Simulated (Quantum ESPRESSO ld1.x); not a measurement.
Values are calculated unless marked as measured or tabulated.
Sm2+, configuration [Kr] 4d10 4f6 5s2 5p5 5f1 (not the ground configuration). Level of theory: scalar-relativistic Kohn-Sham, LDA (Slater exchange, VWN5 correlation), spin-polarised, spherical densities, point nucleus; open shells are filled with parallel spins first (ld1.x of Quantum ESPRESSO 7.5).

Normalised radial functions P(r) = r R(r), r in bohr:

r,5s down,4f up,4f down
0.0008095,0.0336,0.0000,0.0000
0.001115,0.0437,0.0000,0.0000
0.001535,0.0565,0.0000,0.0000
0.002114,0.0722,0.0000,0.0000
0.002911,0.0908,0.0000,0.0000
0.004009,0.1116,0.0000,0.0000
0.005521,0.1326,0.0000,0.0000
0.007604,0.1497,0.0000,0.0000
0.01047,0.1561,0.0000,0.0000
0.01442,0.1415,0.0001,0.0001
0.01986,0.0938,0.0003,0.0003
0.02735,0.0054,0.0009,0.0009
0.03766,-0.1144,0.0029,0.0028
0.05186,-0.2226,0.0084,0.0083
0.07142,-0.2393,0.0233,0.0229
0.09836,-0.0903,0.0594,0.0584
0.1344,0.1801,0.1348,0.1325
0.185,0.3624,0.2785,0.2736
0.2548,0.1752,0.5008,0.4916
0.3509,-0.3090,0.7657,0.7508
0.4833,-0.5288,0.9739,0.9541
0.6656,-0.0711,1.0205,1.0010
0.9166,0.6763,0.8919,0.8794
1.262,1.0011,0.6585,0.6608
1.738,0.7448,0.4080,0.4278
2.394,0.3176,0.2043,0.2319
3.297,0.0726,0.0766,0.0977
4.54,0.0077,0.0195,0.0291
6.252,0.0003,0.0028,0.0052
8.609,0.0000,0.0002,0.0004
11.86,0.0000,0.0000,0.0000
16.33,0.0000,0.0000,0.0000

5s down: eigenvalue -62.238 eV, 4 radial nodes at r = 0.0278, 0.110, 0.288, 0.686 bohr, <r> = 1.40 bohr, 90 % of the charge inside 2.02 bohr. 4f up: eigenvalue -25.300 eV, 0 radial nodes, <r> = 0.943 bohr, 90 % of the charge inside 1.62 bohr. 4f down (empty): eigenvalue -20.894 eV, 0 radial nodes, <r> = 0.983 bohr, 90 % of the charge inside 1.72 bohr.
